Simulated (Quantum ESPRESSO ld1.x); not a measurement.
The numbers below are computed, except where a source is named.
Problem. The aim is neutral scandium in [Ar] 3d1 4s2. What will ld1.x (Quantum ESPRESSO 7.5) do with this input?

```
 &input
    zed=21.0,
    iswitch=1,
    rel=2,
    dft='PBESOL',
    config='[Ar] 3d1 4s2',
    verbosity='high',
    lsmall=.true.,
    ecut=1,
    prefix='ld1',
    max_out_wfc=37,
    file_charge='ld1.rho',
 /
```

Solution. Refused. The program stops in ld1_readin with "reading input namelist": the namelist holds a keyword that &input does not know.

Output (excerpt):

```
     Program LD1 v.7.5 starts

 %%%%%%%%%%%%%%%%%%%%%%%%%%%%%%%%%%%%%%%%%%%%%%%%%%%%%%%%%%%%%%%%%%%%%%%%%%%%%%
     Error in routine ld1_readin (5010):
     reading input namelist
 %%%%%%%%%%%%%%%%%%%%%%%%%%%%%%%%%%%%%%%%%%%%%%%%%%%%%%%%%%%%%%%%%%%%%%%%%%%%%%

     stopping ...
```

Run on one thread of a shared host, so times are rough (Intel(R) Xeon(R) Processor @ 2.60GHz): 0.46 s of CPU time, 0.52 s wall, peak memory 26 MiB.
